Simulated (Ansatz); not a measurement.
The cluster Ag₂Au. The state is a quartet with charge 0. Geometry r2SCAN-D4/def2-TZVP; atoms count from 1.

| atom | x (Å) | y (Å) | z (Å) |
| --- | --- | --- | --- |
| Au1 | 0.162 | 0.442 | -1.532 |
| Ag2 | 0.734 | -1.412 | 0.509 |
| Ag3 | -0.897 | 0.971 | 1.023 |

In the def2 sets Ag, Au take a core potential; there is no spin–orbit coupling. At PBE0-D4/def2-TZVP a doublet of charge 0 lies 2.57 eV below the quartet, each at its own geometry. The structure comes from a short search, and lower isomers may exist.

Estimate the Mulliken populations from the PBE0/def2-TZVP orbitals of Ansatz.


| atom | charge (e) | spin (α − β) | d electrons |
| --- | --- | --- | --- |
| Au1 | 0.10 | 1.00 | 9.85 |
| Ag2 | -0.05 | 1.00 | 9.94 |
| Ag3 | -0.05 | 1.00 | 9.94 |
Mulliken values and Mayer orders depend strongly on the basis.

Where does the spin sit?

Summed by element: Au 1.00, Ag 2.00, of 3 unpaired in all. Largest on single atoms: Au1 1.00, Ag2 1.00, Ag3 1.00.

And the Mayer bond orders between bonded heavy atoms (over 0.3)?

Au1–Ag2 0.33 (2.82 Å); Au1–Ag3 0.33 (2.82 Å); Ag2–Ag3 0.35 (2.93 Å).
